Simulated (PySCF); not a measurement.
SMILES OB(O)O[SiH2]O[SiH](C)C (C2H11BO4Si2), GFN2-xTB optimised geometry.

```
20

Si    -0.87    -0.17     0.00
C      1.03    -0.17     0.00
C     -1.54    -1.22    -1.43
O     -1.39    -0.80     1.41
Si    -1.96    -1.99     2.33
O     -1.88    -1.37     3.82
B     -2.18    -1.74     5.08
O     -2.69    -2.97     5.33
O     -1.97    -0.89     6.12
H     -1.43     1.19     0.00
H      1.42    -1.19     0.03
H      1.42     0.35     0.87
H      1.43     0.31    -0.89
H     -1.18    -2.24    -1.38
H     -1.25    -0.82    -2.40
H     -2.63    -1.26    -1.41
H     -1.08    -3.16     2.23
H     -3.35    -2.25     1.96
H     -2.87    -3.13     6.26
H     -1.60    -0.05     5.87
```

Density from B3LYP/def2-SVP (PySCF) at that geometry.

Minimum of the electron density along straight lines between bonded atoms, close to the bond critical point (lines longer than 1.1 times the sum of covalent radii, or with two minima, are not listed):

```
bond     length / Å  ρ at the minimum / e bohr⁻³  ∇²ρ there / e bohr⁻⁵  position (fraction from the first atom)
-------  ----------  ---------------------------  --------------------  ---------------------------------------
Si1–C2        1.900                        0.113                  0.32                                     0.38
Si1–C3        1.899                        0.113                  0.32                                     0.38
Si1–O4        1.631                        0.123                  1.06                                     0.41
O4–Si5        1.611                        0.130                  1.13                                     0.59
Si5–O6        1.616                        0.130                  1.12                                     0.41
O6–B7         1.343                        0.207                  1.17                                     0.67
B7–O8         1.357                        0.207                  1.06                                     0.33
B7–O9         1.363                        0.204                  1.08                                     0.33
Si1–H10       1.468                        0.118                  0.33                                     0.49
C2–H11        1.087                        0.271                 -0.97                                     0.62
C2–H12        1.086                        0.272                 -0.98                                     0.62
C2–H13        1.086                        0.272                 -0.97                                     0.62
C3–H14        1.087                        0.271                 -0.96                                     0.62
C3–H15        1.085                        0.272                 -0.97                                     0.62
C3–H16        1.086                        0.272                 -0.98                                     0.62
Si5–H17       1.461                        0.121                  0.33                                     0.49
Si5–H18       1.460                        0.121                  0.33                                     0.49
O8–H19        0.958                        0.357                 -2.37                                     0.81
O9–H20        0.956                        0.358                 -2.42                                     0.82
```
